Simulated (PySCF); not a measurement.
B2Cl3, SMILES Cl[B]B(Cl)Cl, multiplicity 2.

Coordinates come from a B3LYP-D3(BJ)/def2-SVP optimisation. The isomer is the one that the SMILES or the coordinates give; other isomers of the formula were not compared. Other conformers were not sampled.

Level of theory: B3LYP-D3(BJ)/def2-SVP (PySCF).

Frequencies are harmonic and unscaled.

```csv
mode,ν (cm⁻¹),IR (km/mol),moving atoms (share of kinetic energy)
1,59,0.1,"Cl 90 %, B 10 %"
2,111,0.1,"B 85 %, Cl 15 %"
3,211,0.5,"Cl 92 %, B 8 %"
4,366,1.7,B 94 %
5,396,0.0,Cl 97 %
6,410,6.9,"B 86 %, Cl 14 %"
7,817,262.2,"B 77 %, Cl 23 %"
8,895,210.4,"B 84 %, Cl 16 %"
9,1378,19.3,B 95 %
```
